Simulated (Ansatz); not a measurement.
```yaml
crystal:
  periodic: [false, false, false]
  atoms:
    - {symbol: N, position_ang: [2.092464, -1.278829, 1.041784]}
    - {symbol: C, position_ang: [1.193920, -0.749137, 0.610297]}
    - {symbol: Sn, position_ang: [-0.393111, 0.381683, -0.290212]}
    - {symbol: F, position_ang: [-1.659828, -0.957077, -0.768467]}
    - {symbol: H, position_ang: [0.074790, 1.115908, -1.657659]}
    - {symbol: H, position_ang: [-1.147685, 1.373988, 0.992924]}
basis:
  gaussian: {orbitals: ANO-RCC-VTZP}
total_charge: -1
magnetization: {spin_polarized: true, initial_magnetization: 1}
hamiltonian: {xc: {name: HF}}
correlation: {method: mp2, frozen_orbitals: {N: 9}}
accuracy: high
output: {forces: true}
```

```sh
$ ansatz run in.yaml --threads 2 --pin off --events-out ev --progress --plain --max-ram 22528MiB --backend cpu
```

(1) How does Ansatz answer? (An estimate is asked.)

## Answers

(1) Ansatz gave: The program refused the input.
```
Functional definition: HF
Error: "frozen_orbitals" has no count for C
```
